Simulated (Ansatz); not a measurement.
Abridged output of a molecular run in Ansatz:

```
Functional definition: HF
  name "HF"
  cite "Fock, Z. Phys. 61, 126 (1930) doi:10.1007/BF01340294"
  parent pbe
  exchange = exact_x
  correlation = 0
1740 factors; integrals over basis functions are off by at most 1.6e-3 eV
mean field evaluation 1: about -20631.7173 eV, gradient 3.5e1 eV
mean field evaluation 2: about -20632.0059 eV, gradient 3.5e1 eV
mean field evaluation 4: about -20635.5383 eV, gradient 4.3e0 eV
mean field evaluation 8: about -20635.6066 eV, gradient 2.7e-1 eV
mean field -20635.60699934 eV, -758.3445699090 hartree, gradient 2.2e-6 eV, S^2 0.000000; 0 other end points of the search recorded, 0 dependent functions left out
13 core orbitals not correlated: weight in the atoms' cores, before any rotation towards them, 1.000 or more for the frozen orbitals, at most 0.000 for the correlated occupied ones
reference -20635.60699934 eV, -758.3445699090 hartree; 15, 15 occupied and 275, 275 virtual orbitals, 1740 factors
second order -21.63915097 eV of doubles, -0.00000000 eV of singles
cycle   1  -22.63334566 eV  change   -9.9e-1 eV  update   1.0e-1
cycle   2  -23.24654041 eV  change   -6.1e-1 eV  update   2.9e-2
cycle   3  -23.33183972 eV  change   -8.5e-2 eV  update   1.1e-2
cycle   4  -23.32736874 eV  change    4.5e-3 eV  update   2.8e-3
cycle   5  -23.32726533 eV  change    1.0e-4 eV  update   1.1e-3
cycle   6  -23.32721326 eV  change    5.2e-5 eV  update   3.4e-4
cycle   7  -23.32710175 eV  change    1.1e-4 eV  update   1.2e-4
cycle   8  -23.32711573 eV  change   -1.4e-5 eV  update   4.5e-5
cycle   9  -23.32712048 eV  change   -4.7e-6 eV  update   1.6e-5
perturbative correction -0.98505782 eV, -0.0362002072 hartree
Total energy: -20659.91917764 eV, -759.2380259819 hartree
```

Its atoms:

Z-matrix (Å, degrees):
```
C
S 1 1.797
H 1 1.090 2 107.1
H 1 1.090 2 109.9 3 -118.4
H 1 1.090 2 110.2 3 119.1
C 2 1.836 1 103.9 3 -174.2
Al 2 2.493 1 109.6 3 -96.9
C 6 1.527 2 104.4 1 135.5
H 6 1.093 2 109.1 1 -99.0
H 6 1.092 2 106.1 1 18.0
H 7 1.603 2 99.3 1 -8.7
H 7 1.593 2 112.9 1 119.3
H 8 1.094 6 110.4 2 80.9
H 8 1.092 6 111.1 2 -159.9
```

Q: Which basis set was used?
A. def2-SVPD
B. def2-TZVPP
C. cc-pV(D+d)Z
D. cc-pV(Q+d)Z

A: B. It gives 303 functions.

Q: Write the keys of the input that set method, charge and spin (a neutral closed shell needs none for the last two).

A: 
```yaml
correlation: {method: ccsd_t}
```
